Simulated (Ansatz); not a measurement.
`[NH2][Al]([SH])[O][SiH3]` + H₂S → `[SiH3][O][Al]([SH])[SH]` + NH₃  (ligand exchange at the Al–N bond)

Program: Ansatz. Geometries: PBE0-D4/def2-TZVP. ΔE: electronic, gas phase. CCSD(T)/CBS adds triple-zeta CCSD(T) − MP2 to the extrapolated MP2 energy (def2 sets, frozen cores). This one scheme is used for every species. Functionals use def2-TZVPP. B3LYP here is the variant with VWN-RPA as its local correlation; programs differ in this. Each species was taken in one conformer, which may not be the lowest.

CCSD(T)/CBS gives -22.5 kJ/mol.

(1) Another level gave -22.8 kJ/mol. Which?
A. MP2/def2-TZVPP
B. PBE-D4/def2-TZVPP
C. CAM-B3LYP/def2-TZVPP
D. B3LYP/def2-TZVPP

Largest T1 diagnostic among the species: 0.012.

Answers

(1) A. MP2/def2-TZVPP -22.8, PBE-D4 -27.9, CAM-B3LYP -14.3, B3LYP -18.3 kJ/mol.

Leaving LDA and LC-ωPBE aside and taking each functional with its dispersion term where it has one, the values, not all of them listed here, spread over 12.4 kJ/mol, from revPBE-D4 to CAM-B3LYP-D4. LDA lies +5.7 kJ/mol from PBE without D4. At CCSD(T), def2-SVP lies +4.4 kJ/mol from the extrapolated value and def2-TZVPP +1.9 kJ/mol.
